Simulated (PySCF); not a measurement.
# Dipole moment and polarisability of SiH2Me(OMe)

Compound: SiH2Me(OMe), C2H8OSi.
Structure used (PBE0-D3(BJ)/def2-SVP), in Å, numbered top down from 1:
```xyz
12
C2H8OSi angstrom
Si     0.3995    0.5442    0.2522
H      0.4185    0.6232    1.7501
H      1.8227    0.5511   -0.2202
C     -0.5557    1.9631   -0.4842
H     -0.1258    2.9244   -0.1621
H     -1.6077    1.9308   -0.1629
H     -0.5286    1.9234   -1.5835
O     -0.3509   -0.8662   -0.2277
C      0.0771   -2.1424    0.1475
H      1.0933   -2.3691   -0.2273
H     -0.6115   -2.8895   -0.2768
H      0.0846   -2.2756    1.2460
```

Level: wB97X-D/def2-SVPD (PySCF), static field, nuclei fixed, core orbitals frozen in the response. The polarisability tensor in these axes (au):

```
x   53.43 -2.25  1.22
y   -2.25 64.88 -2.20
z    1.22 -2.20 52.79
```

Q: What are the eigenvalues, a third of the trace, and Δα (Δα² = ½Σ(αi − αj)² over the three pairs)?

A: Principal values 51.84, 53.52 and 65.75 au; mean 57.03 au = 8.45 Å³ = 9.40 × 10⁻⁴⁰ C²·m²/J; Δα = 13.15 au (23 % of the mean).

Q: What is the dipole moment, and where does it point?

A: (0.27, -0.01, 0.22) D, 0.35 D in size, pointing from the negative to the positive side. Measured along this direction, the outermost atoms are H7 and H6 at the negative end and H2 and H3 at the positive end.

Q: Estimate the molar refractivity from the static electronic polarisability.

A: Lorentz–Lorenz: R = (4π/3)N_A α = 2.5225 cm³/(mol·Å³) × 8.45 Å³ = 21.3 cm³/mol, in the limit of long wavelengths.

Q: Directions of the eigenvectors, and the extent of the frame along each?

A: Largest value along (-0.19, 0.96, -0.18), where the nuclei span 5.49 Å; middle along (0.80, 0.26, 0.54), 2.88 Å; least along (-0.57, 0.04, 0.82), 2.42 Å. The response follows the extents in order.

Q: What would n − 1 = 2πNα be for an ideal gas of these molecules at 350 K and 1 atm, electronic part alone?

A: N = p/kT = 2.0968 × 10¹⁹ cm⁻³, so n − 1 = 2π × N × 8.45 × 10⁻²⁴ cm³ = 1113 × 10⁻⁶ at long wavelengths, for an ideal gas.

Q: Sum over states: ᾱ = Σ f/ω², ω in Eh. What share falls to these 10 lowest TDDFT singlets (eV, f)? 7.42, 0.0044; 8.03, 0.0242; 8.20, 0.0338; 8.34, 0.0431; 8.74, 0.0927; 8.89, 0.0273; 8.93, 0.0464; 9.08, 0.0151; 9.27, 0.1423; 9.40, 0.0334.

A: They add up to 4.40 au, 7.7 % of the 57.03 au; the largest single term is 1.23 au, from the state at 9.27 eV. Terms in order: 0.06, 0.28, 0.37, 0.46, 0.90, 0.26, 0.43, 0.14, 1.23, 0.28 au. Higher excitations give the rest. The strengths listed sum to 0.463.

Q: Traceless (Buckingham) quadrupole moment about the centre of nuclear charge: eigenvalues?

A: -3.48, -1.89, 5.37 D·Å. The values depend on the origin, since the dipole doesn't vanish. The electronic extent ⟨r²⟩ about the same centre is 503 bohr², a root-mean-square distance of 1.83 Å for the 42 electrons.

Geometry: PBE0-D3(BJ)/def2-SVP, one conformer, isolated molecule.

wB97X-D is run here without its empirical dispersion term; that term would change no orbital, density or response property at a fixed geometry.
